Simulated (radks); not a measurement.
All-electron atom: Te+ in [Kr] 4d10 5s2 5p3.

Method: non-relativistic Kohn-Sham, PBE, spin-polarised, spherical densities, point nucleus; open shells are filled with parallel spins first (spin-orbit coupling, left out, can overturn this in heavy ions); relativity is left out, which matters for an element this heavy; computed with a radial shooting solver on a logarithmic mesh with Libxc functionals.

Energy parts (Ry):
total: -13226.94288
kinetic: 13222.04813
electron-nucleus: -31383.34097
Hartree: 5275.51502
exchange-correlation: -341.16506

Orbitals (lengths in bohr, moments of r in powers of bohr):
orbital,occ.,eigenvalue (Ry),<1/r>,<r>
1s up,1,-2234.731,51.47,0.02924
1s down,1,-2234.725,51.47,0.02924
2s up,1,-334.9757,11.80,0.1260
2s down,1,-334.9731,11.80,0.1260
2p up,3,-314.3707,11.81,0.1074
2p down,3,-314.3655,11.81,0.1074
3s up,1,-67.00898,4.287,0.3357
3s down,1,-67.00355,4.287,0.3357
3p up,3,-58.39983,4.211,0.3263
3p down,3,-58.39354,4.211,0.3263
3d up,5,-42.41084,4.077,0.2970
3d down,5,-42.40495,4.077,0.2970
4s up,1,-11.83093,1.734,0.7947
4s down,1,-11.81737,1.734,0.7945
4p up,3,-8.86837,1.630,0.8341
4p down,3,-8.85373,1.630,0.8334
4d up,5,-3.86773,1.374,0.9658
4d down,5,-3.84341,1.380,0.9599
5s up,1,-1.68942,0.6080,2.114
5s down,1,-1.52637,0.6151,2.105
5p up,3,-1.06849,0.5130,2.482
5p down,0,-0.90096,0.5093,2.521

The highest occupied level is 5p up at -14.538 eV. The electron density at the nucleus is 9.917e+04 e/bohr^3. The spin density at the nucleus is -1.022 e/bohr^3 (1s -0.152, 2s 0.037, 3s 0.022, 4s 0.075, 5s -1.003). Virial ratio -V/T = 2.00037. The density falls to 0.001 e/bohr^3 at r = 4.26 bohr. Spin moment in Bohr magnetons: 3. Summed over all electrons, <r^2> = 50.24 bohr^2, which gives a Langevin (diamagnetic) susceptibility term of -39.8 x 10^-6 cm^3/mol.
